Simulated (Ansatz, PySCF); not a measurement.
Gas-phase reaction (SMILES): [AlH3] (AlH3) + F (HF) → [F][AlH2] + [H][H] (H2); hydrogen fluoride cleaves one Al-H bond, a model of a ligand-exchange step.

Each molecule is optimised on its own at B3LYP-D3(BJ)/def2-TZVP (Ansatz, a program for electronic structure). Valence correlation only, unless marked. No spin-orbit coupling. No relativistic terms. CBS marks a two-point X^-3 extrapolation of the correlation energy; Hartree-Fock from the larger set (for Q and 5 zeta extrapolated as (X+1)exp(-9√X)). Thermal terms are rigid-rotor harmonic-oscillator values from B3LYP-D3(BJ) frequencies (Ansatz or PySCF) at 298.15 K and 1 atm. 1 Eh = 627.5095 kcal/mol.

| species | E, CCSD(T)/CBS(cc-pV(Q+d)Z,cc-pV(5+d)Z) (Ansatz) (Eh) | E, wB97M-V/def2-TZVPD (Ansatz) (Eh) | H - E (Eh) | G - E (Eh) |
|---|---|---|---|---|
| [AlH3] (AlH3) | -243.77576 | -244.17000 | 0.02256 | -0.00097 |
| F (HF) | -100.39528 | -100.46200 | 0.01259 | -0.00713 |
| [F][AlH2] | -343.06412 | -343.53649 | 0.01964 | -0.00772 |
| [H][H] (H2) | -1.17453 | -1.16077 | 0.01336 | -0.00144 |

Problem. Work out ΔE and ΔH, ΔG, ΔS and the equilibrium constant at 298.15 K at the first level, then ΔH at the second.

Solution. 
1. ΔE = [(-343.06412) + (-1.17453)] - [(-243.77576) + (-100.39528)] = -0.06761 Eh = -42.4 kcal/mol at CCSD(T)/CBS(cc-pV(Q+d)Z,cc-pV(5+d)Z).
2. The terms H - E add up to -0.00215 Eh, so ΔH = (-0.06761 + (-0.00215))×627.5095 = -43.8 kcal/mol.
3. The terms G - E add up to -0.00106 Eh, so ΔG = -43.1 kcal/mol, and ΔS = (-0.00215 - (-0.00106))×627509.5/298.15 = -2.3 cal/(mol K).
4. log10 K = -ΔG/(RT ln 10) = 31.6, with RT ln 10 = 1.3642 kcal/mol.
5. At wB97M-V/def2-TZVPD the same steps give ΔE = -41.0 and ΔH = -42.3 kcal/mol, a shift of +1.5 from the first level.
6. These values are not checked against measurement here, since the tables used lack a sound gas-phase enthalpy of formation for at least one species.
